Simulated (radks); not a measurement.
Results of a calculation; reference values are marked as such.
Isoelectronic series with 6 electrons, each ion in its NIST ground configuration. Code: a radial shooting solver on a logarithmic mesh with Libxc functionals. Model: scalar-relativistic Kohn-Sham, PBE, spin-polarised, spherical densities, finite nucleus; open shells are filled with parallel spins first (spin-orbit coupling, left out, can overturn this in heavy ions); Fermi nuclear charge, rms radius of each element as measured or else 0.836 A^(1/3) + 0.57 fm. Total energies (hartree) and mean radii <r> (bohr) (* marks an orbital that is empty in some or all of the ions):

| ion | configuration | E (hartree) | 2p down* | 2p up | 2s down | 2s up |
|---|---|---|---|---|---|---|
| C | [He] 2s2 2p2 | -37.81029 | 1.928 | 1.746 | 1.607 | 1.555 |
| O2+ | [He] 2s2 2p2 | -73.25078 | 1.026 | 0.9878 | 1.044 | 1.020 |
| Ne4+ | [He] 2s2 2p2 | -120.76959 | 0.7177 | 0.7004 | 0.7718 | 0.7588 |
| Mg6+ | [He] 2s2 2p2 | -180.38052 | 0.5544 | 0.5444 | 0.6125 | 0.6043 |
| Si8+ | [He] 2s2 2p2 | -252.11698 | 0.4522 | 0.4457 | 0.5076 | 0.5020 |
| S10+ | [He] 2s2 2p2 | -336.02331 | 0.3820 | 0.3775 | 0.4333 | 0.4292 |
| Ar12+ | [He] 2s2 2p2 | -432.15292 | 0.3308 | 0.3274 | 0.3779 | 0.3748 |
| Ca14+ | [He] 2s2 2p2 | -540.56795 | 0.2916 | 0.2890 | 0.3349 | 0.3325 |
| Ti16+ | [He] 2s2 2p2 | -661.33900 | 0.2607 | 0.2586 | 0.3006 | 0.2986 |
| Cr18+ | [He] 2s2 2p2 | -794.54550 | 0.2357 | 0.2340 | 0.2726 | 0.2709 |
| Fe20+ | [He] 2s2 2p2 | -940.27561 | 0.2151 | 0.2136 | 0.2492 | 0.2478 |
| Ni22+ | [He] 2s2 2p2 | -1098.62689 | 0.1977 | 0.1965 | 0.2294 | 0.2283 |
| Zn24+ | [He] 2s2 2p2 | -1269.70566 | 0.1829 | 0.1818 | 0.2125 | 0.2115 |
| Ge26+ | [He] 2s2 2p2 | -1453.62873 | 0.1701 | 0.1692 | 0.1978 | 0.1969 |
| Se28+ | [He] 2s2 2p2 | -1650.52349 | 0.1589 | 0.1582 | 0.1849 | 0.1841 |
| Kr30+ | [He] 2s2 2p2 | -1860.52722 | 0.1491 | 0.1484 | 0.1735 | 0.1728 |
| Sr32+ | [He] 2s2 2p2 | -2083.78859 | 0.1404 | 0.1398 | 0.1634 | 0.1628 |
| Zr34+ | [He] 2s2 2p2 | -2320.46763 | 0.1326 | 0.1321 | 0.1543 | 0.1538 |
| Mo36+ | [He] 2s2 2p2 | -2570.73469 | 0.1256 | 0.1252 | 0.1461 | 0.1456 |
| Ru38+ | [He] 2s2 2p2 | -2834.77836 | 0.1193 | 0.1189 | 0.1386 | 0.1382 |
| Pd40+ | [He] 2s2 2p2 | -3112.79716 | 0.1136 | 0.1132 | 0.1319 | 0.1315 |
